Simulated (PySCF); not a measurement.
A structure optimised at PBE-D3(BJ)/def2-SVP, used in a PySCF frequency run:

```xyz
11

Si     1.4196     0.3721     0.1383
F      0.4453     1.6107     0.6040
F      1.9456     0.7972    -1.3434
S      0.3058    -1.4233     0.1298
Si    -1.6600    -0.5182    -0.3642
N     -2.4252     0.4249     0.8668
H      2.5939     0.3096     1.0502
H     -2.4951    -1.7283    -0.6431
H     -1.4524     0.3498    -1.5654
H     -1.9490     1.2956     1.1248
H     -2.7651    -0.0543     1.7055
```

Question: Write its SMILES and formula.

Answer: N[SiH2]S[SiH](F)F, F2H5NSSi2

Question: What are its rotational constants (standard atomic weights)?

Answer: 2.7188, 1.2727, 1.0543 GHz
